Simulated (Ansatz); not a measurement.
Molecule: iminoborane, sum formula BNH2, charge 0, multiplicity 1. SMILES: B=N
Structure (B3LYP-D3(BJ)/def2-TZVP (Ansatz, an electronic-structure program) minimum search):
```xyz
4

B      0.0000     0.0000    -0.6920
N      0.0000     0.0000     0.5409
H      0.0000     0.0000    -1.8589
H      0.0000     0.0000     1.5327
```

Wanted: atomisation energy (electronic, to ground-state atoms), in kcal/mol. Correlated levels leave the core frozen unless marked. UHF or UKS for open shells. Spin-orbit coupling is left out. No relativistic terms. The coupled-cluster limit lacks core correlation, which all-electron functionals hold. CBS marks a two-point X^-3 extrapolation of the correlation energy; Hartree-Fock from the larger set.

```
level                         program  atomisation energy (kcal/mol)
---------------------  --------------  -----------------------------
HF/def2-TZVPP                  Ansatz                          247.7
PBE0-D3(BJ)/def2-TZVP  Ansatz + dftd3                          354.3
```

Problem. What does CCSD(T)/CBS(aug-cc-pVTZ,aug-cc-pVQZ) (Ansatz) give?

Solution. 352.6 kcal/mol
